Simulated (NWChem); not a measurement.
System: GeH$_{2}$O$_{2}$, singlet; SMILES [Ge]([OH])[OH]

Here is an NWChem input.

```
start job
memory heap 200 mb stack 900 mb global 1100 mb
geometry units angstroms noautoz
  Ge     0.000000     0.000000     0.349670
  O      1.303479     0.000000    -0.866438
  H      2.176646     0.000000    -0.457368
  O     -1.303479     0.000000    -0.866438
  H     -2.176646     0.000000    -0.457368
end
basis spherical
  * library def2-svp
end
dft
  xc b3lyp
  iterations 150
  vectors input atomic output neutral.movecs
end
task dft energy
charge 1
dft
  odft
  mult 2
  vectors input atomic output cation.movecs
end
task dft energy
```

Excerpt of the output:

```
             Northwest Computational Chemistry Package (NWChem) 7.3.0
             --------------------------------------------------------

 C2V symmetry detected

                             Geometry "geometry" -> ""
                             -------------------------

 Output coordinates in angstroms (scale by  1.889725989 to convert to a.u.)

  No.       Tag          Charge          X              Y              Z
 ---- ---------------- ---------- -------------- -------------- --------------
    1 Ge                  32.0000     0.00000000     0.00000000     0.42143608
    2 O                    8.0000     1.30347900     0.00000000    -0.79467192
    3 H                    1.0000     2.17664600     0.00000000    -0.38560192
    4 O                    8.0000    -1.30347900     0.00000000    -0.79467192
    5 H                    1.0000    -2.17664600     0.00000000    -0.38560192

 Effective nuclear repulsion energy (a.u.)     190.8820038989

      Symmetry information
      --------------------

 Group name             C2v
 Group number             16
 Group order               4
 No. of unique centers     3

                                 NWChem DFT Module
                                 -----------------

 Summary of "ao basis" -> "ao basis" (spherical)
 ------------------------------------------------------------------------------
       Tag                 Description            Shells   Functions and Types
 ---------------- ------------------------------  ------  ---------------------
 Ge                         def2-svp                12       32   5s4p3d
 O                          def2-svp                 6       14   3s2p1d
 H                          def2-svp                 3        5   2s1p

      Symmetry analysis of basis
      --------------------------

        a1         29
        a2          8
        b1         21
        b2         12

            General Information
            -------------------
          SCF calculation type: DFT
          Wavefunction type:  closed shell.
          No. of atoms     :     5
          No. of electrons :    50
           Alpha electrons :    25
            Beta electrons :    25
          Charge           :     0
          Spin multiplicity:     1
          Use of symmetry is: on ; symmetry adaption is: on
          Maximum number of iterations: 150
          AO basis - number of functions:    70
                     number of shells:    30
          Convergence on energy requested:  1.00D-06
          Convergence on density requested:  1.00D-05
          Convergence on gradient requested:  5.00D-04

              XC Information
              --------------
                         B3LYP Method XC Potential
                     Hartree-Fock (Exact) Exchange  0.200
                        Slater Exchange Functional  0.800 local
                    Becke 1988 Exchange Functional  0.720 non-local
              Lee-Yang-Parr Correlation Functional  0.810
                  VWN I RPA Correlation Functional  0.190 local

             Grid Information
             ----------------
          Grid used for XC integration:  medium
          Radial quadrature: Mura-Knowles
          Angular quadrature: Lebedev.
          Tag              B.-S. Rad. Rad. Pts. Rad. Cut. Ang. Pts.
          ---              ---------- --------- --------- ---------
          Ge                  1.25      112           8.0       590
          O                   0.60       49          10.0       434
          H                   0.35       45          11.0       434
          Grid pruning is: on
          Number of quadrature shells:   206
          Spatial weights used:  Erf1

      Superposition of Atomic Density Guess
      -------------------------------------

 Sum of atomic energies:       -2225.42435612

      Non-variational initial energy
      ------------------------------

 Total energy =   -2225.887616
 1-e energy   =   -3482.121767
 2-e energy   =    1065.352147
 HOMO         =      -0.293390
 LUMO         =      -0.020974

      Symmetry analysis of molecular orbitals - initial
      -------------------------------------------------

  Numbering of irreducible representations:

     1 a1          2 a2          3 b1          4 b2

  Orbital symmetries:

     1 a1          2 a1          3 b1          4 a1          5 b2
     6 a1          7 b1          8 a1          9 b1         10 a1
    11 b2         12 b1         13 a1         14 a1         15 a2
    16 b2         17 a1         18 b1         19 a1         20 b1
    21 a1         22 b1         23 b2         24 a2         25 a1
    26 b2         27 b1         28 a1         29 a1         30 b1
    31 a1         32 b2         33 a1         34 b1         35 a1

   convergence    iter        energy       DeltaE   RMS-Dens  Diis-err
 ---------------- ----- ----------------- --------- --------- ---------
 d= 0,ls=0.0,diis     1  -2228.2428005469 -2.42D+03  2.52D-02  1.00D+00
 d= 0,ls=0.0,diis     2  -2227.8753307462  3.67D-01  1.61D-02  4.49D+00
 d= 0,ls=0.0,diis     3  -2228.3617310098 -4.86D-01  1.32D-03  3.55D-02
 d= 0,ls=0.0,diis     4  -2228.3638532737 -2.12D-03  5.52D-04  5.57D-03
 d= 0,ls=0.0,diis     5  -2228.3640978486 -2.45D-04  1.01D-04  1.95D-04
  Resetting Diis
 d= 0,ls=0.0,diis     6  -2228.3641096281 -1.18D-05  1.18D-05  1.06D-06
 d= 0,ls=0.0,diis     7  -2228.3641097800 -1.52D-07  2.98D-06  1.10D-08

         Total DFT energy =    -2228.364109779957
      One electron energy =    -3483.835992313599
           Coulomb energy =     1161.653377286151
    Exchange-Corr. energy =      -97.063498651444
 Nuclear repulsion energy =      190.882003898935

 Numeric. integr. density =       49.999999286730

                  Occupations of the irreducible representations
                  ----------------------------------------------

                     irrep           alpha         beta
                     --------     --------     --------
                     a1               12.0         12.0
                     a2                2.0          2.0
                     b1                7.0          7.0
                     b2                4.0          4.0

                       DFT Final Molecular Orbital Analysis
                       ------------------------------------

 Vector   23  Occ=2.000000D+00  E=-3.419068D-01  Symmetry=b2
              MO Center=  2.8D-14, -8.5D-14, -6.1D-01, r^2= 2.4D+00
   Bfn.  Coefficient  Atom+Function         Bfn.  Coefficient  Atom+Function
  ----- ------------  ---------------      ----- ------------  ---------------
    37      0.397396  2 O  py                56      0.397396  4 O  py
    40      0.286485  2 O  py                59      0.286485  4 O  py
    16      0.189853  1 Ge py                13      0.185519  1 Ge py
    10     -0.111161  1 Ge py                19      0.044885  1 Ge d -1
    29     -0.043459  1 Ge d -1               7      0.036278  1 Ge py

 Vector   24  Occ=2.000000D+00  E=-3.041012D-01  Symmetry=a2
              MO Center= -2.8D-14,  3.4D-16, -7.6D-01, r^2= 2.3D+00
   Bfn.  Coefficient  Atom+Function         Bfn.  Coefficient  Atom+Function
  ----- ------------  ---------------      ----- ------------  ---------------
    37      0.449015  2 O  py                56     -0.449015  4 O  py
    40      0.342245  2 O  py                59     -0.342245  4 O  py
    28      0.068040  1 Ge d -2              18     -0.056879  1 Ge d -2

 Vector   25  Occ=2.000000D+00  E=-2.543074D-01  Symmetry=a1
              MO Center=  4.4D-16,  1.8D-16,  2.4D-01, r^2= 2.9D+00
   Bfn.  Coefficient  Atom+Function         Bfn.  Coefficient  Atom+Function
  ----- ------------  ---------------      ----- ------------  ---------------
     4      0.405325  1 Ge s                  5      0.405131  1 Ge s
    38     -0.313397  2 O  pz                57     -0.313397  4 O  pz
    14      0.281165  1 Ge pz                 3     -0.255799  1 Ge s
    41     -0.247238  2 O  pz                60     -0.247238  4 O  pz
    11     -0.165006  1 Ge pz                17      0.152472  1 Ge pz

 Vector   26  Occ=0.000000D+00  E=-5.702683D-02  Symmetry=b2
              MO Center=  6.3D-15, -5.5D-14,  3.7D-01, r^2= 2.9D+00
   Bfn.  Coefficient  Atom+Function         Bfn.  Coefficient  Atom+Function
  ----- ------------  ---------------      ----- ------------  ---------------
    16      0.674803  1 Ge py                13      0.445555  1 Ge py
    10     -0.243169  1 Ge py                37     -0.225682  2 O  py
    56     -0.225682  4 O  py                40     -0.221909  2 O  py
    59     -0.221909  4 O  py                 7      0.078533  1 Ge py
    29      0.056677  1 Ge d -1              19     -0.031882  1 Ge d -1

 Vector   27  Occ=0.000000D+00  E= 1.391645D-02  Symmetry=b1
              MO Center=  2.7D-14, -1.9D-16,  4.8D-01, r^2= 4.4D+00
   Bfn.  Coefficient  Atom+Function         Bfn.  Coefficient  Atom+Function
  ----- ------------  ---------------      ----- ------------  ---------------
    15      0.875168  1 Ge px                35     -0.459220  2 O  s
    54      0.459220  4 O  s                 48      0.265509  3 H  s
    67     -0.265509  5 H  s                 12      0.248370  1 Ge px
    41     -0.231034  2 O  pz                60      0.231034  4 O  pz
    38     -0.203774  2 O  pz                57      0.203774  4 O  pz

 Vector   28  Occ=0.000000D+00  E= 5.015122D-02  Symmetry=a1
              MO Center= -4.6D-15,  7.2D-15, -2.3D-01, r^2= 6.4D+00
   Bfn.  Coefficient  Atom+Function         Bfn.  Coefficient  Atom+Function
  ----- ------------  ---------------      ----- ------------  ---------------
    48     -0.737165  3 H  s                 67     -0.737165  5 H  s
    35      0.685439  2 O  s                 54      0.685439  4 O  s
    17      0.532807  1 Ge pz                 5     -0.224476  1 Ge s
    14      0.220266  1 Ge pz                34      0.151853  2 O  s
    53      0.151853  4 O  s                 47     -0.138580  3 H  s

[...]
```

Level: B3LYP/def2-SVP, vertical spin-unrestricted ions. Low-valent species are run as closed-shell singlets; no triplet was tried in these runs. Coordinates come from a PBE0/def2-SVP optimisation.
